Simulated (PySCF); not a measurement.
SMILES B[SiH2][CH2][GeH3], GFN2-xTB optimised geometry.

```
13

B      1.51    -0.83     0.00
Si    -0.44    -0.83     0.00
C     -1.05     1.00     0.00
Ge    -0.26     2.05    -1.46
H      2.12    -0.49     0.94
H      2.13    -1.14    -0.94
H     -1.11    -1.46    -1.15
H     -1.10    -1.44     1.18
H     -2.13     1.03    -0.07
H     -0.78     1.46     0.95
H     -0.73     3.47    -1.46
H     -0.59     1.48    -2.81
H      1.23     2.08    -1.36
```

Density from PBE/def2-TZVP (PySCF) at that geometry.

Minimum of the electron density along straight lines between bonded atoms, close to the bond critical point (lines longer than 1.1 times the sum of covalent radii, or with two minima, are not listed):

| bond | length / Å | ρ at the minimum / e bohr⁻³ | ∇²ρ there / e bohr⁻⁵ | position (fraction from the first atom) |
|---|---|---|---|---|
| B1–Si2 | 1.955 | 0.118 | -0.02 | 0.61 |
| Si2–C3 | 1.921 | 0.107 | 0.14 | 0.39 |
| C3–Ge4 | 1.957 | 0.124 | 0.09 | 0.52 |
| B1–H5 | 1.171 | 0.192 | -0.39 | 0.44 |
| B1–H6 | 1.170 | 0.193 | -0.40 | 0.45 |
| Si2–H7 | 1.478 | 0.120 | 0.17 | 0.49 |
| Si2–H8 | 1.479 | 0.119 | 0.16 | 0.50 |
| C3–H9 | 1.089 | 0.271 | -0.88 | 0.64 |
| C3–H10 | 1.090 | 0.271 | -0.87 | 0.64 |
| Ge4–H11 | 1.503 | 0.140 | 0.08 | 0.60 |
| Ge4–H12 | 1.496 | 0.142 | 0.08 | 0.60 |
| Ge4–H13 | 1.501 | 0.140 | 0.09 | 0.60 |
